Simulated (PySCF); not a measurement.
## Nuclear quadrupole coupling in `C=CP1(=CC)CCSCC1`

C₈H₁₅PS.
Atom-mapped SMILES: `[CH2:1]=[CH:2][P:3]1(=[CH:4][CH3:5])[CH2:6][CH2:7][S:8][CH2:9][CH2:10]1` (hydrogens: H11, H12 on C1; H13 on C2; H14 on C4; H15, H16, H17 on C5; H18, H19 on C6; H20, H21 on C7; H22, H23 on C9; H24, H25 on C10)

Geometry (PBE0-D3(BJ)/def2-SVP, Å), atoms numbered from 1 in this order:
```
atom  x, y, z in Å
C1     2.558   -1.684   -0.993
C2     1.755   -0.639   -1.220
P3     0.427   -0.019   -0.123
C4     0.592    1.425    0.724
C5     0.488    2.786    0.094
C6    -1.026    0.022   -1.239
C7    -2.323    0.147   -0.451
S8    -2.667   -1.293    0.602
C9    -1.248   -1.208    1.732
C10    0.097   -1.391    1.039
H11    2.399   -2.379   -0.162
H12    3.425   -1.888   -1.630
H13    1.980    0.037   -2.057
H14    1.213    1.327    1.623
H15    0.091    3.523    0.814
H16   -0.212    2.795   -0.760
H17    1.443    3.205   -0.283
H18   -0.899    0.875   -1.927
H19   -1.016   -0.899   -1.843
H20   -3.185    0.210   -1.133
H21   -2.312    1.057    0.169
H22   -1.268   -0.247    2.270
H23   -1.418   -2.016    2.460
H24    0.123   -2.343    0.487
H25    0.916   -1.398    1.778
```

Field gradients from the PBE0/pcSseg-1 density (PySCF, non-relativistic), principal values in atomic units, ordered |Vxx| ≤ |Vyy| ≤ |Vzz|:

```tsv
atom	Vxx	Vyy	Vzz
S8	0.6025	2.4251	-3.0276
```

Task: Find the asymmetry η = (Vxx − Vyy)/Vzz and the couplings χ = eQV/h (234.96 MHz × Q in barn × V in au), with Q(33S) = −0.0678 b.

Result: 
```tsv
atom	environment	nucleus	η	χzz (MHz)	χxx (MHz)	χyy (MHz)
S8	sulfide sulfur	33S	0.60	48.23	-9.60	-38.63
```

Task: What is Vzz at S8 in SI units (1 au = 9.71736 × 10²¹ V/m²)?

Result: -3.0276 au = -29.420 × 10²¹ V/m².

Task: And the gradient at the other heavy atoms, for which no coupling is worked out here?

Result: 
```csv
atom,environment,Vzz (au),η
C1,terminal =CH2 carbon,0.317,0.35
C2,alkene CH carbon,0.315,0.45
P3,phosphorus bonded to 4 C,-0.563,0.31
C4,"carbon bonded to C, P and H",-0.369,0.38
C5,methyl carbon,0.049,0.52
C6,sp3 carbon bound to phosphorus,-0.054,0.81
C7,sp3 carbon bound to sulfur,0.230,0.58
C9,sp3 carbon bound to sulfur,0.230,0.63
C10,sp3 carbon bound to phosphorus,-0.056,0.87
```

Were the hydrogens deuterons (Q(2H) = 0.00286 b), χzz would run from 188 kHz (H22) to 211 kHz (H14).

Isolated species at its PBE0-D3(BJ)/def2-SVP geometry (one conformer only). A larger basis could move these couplings by a tenth or more.

The run behind these numbers computed NMR shieldings as well. Hardware: an Arm Neoverse N1 with one thread, no GPU, shared host with 64 logical CPUs at a one-minute load of 55. Cost: 2.8 min wall (with the writing of density and orbital grids), 1.3 GiB resident at most.
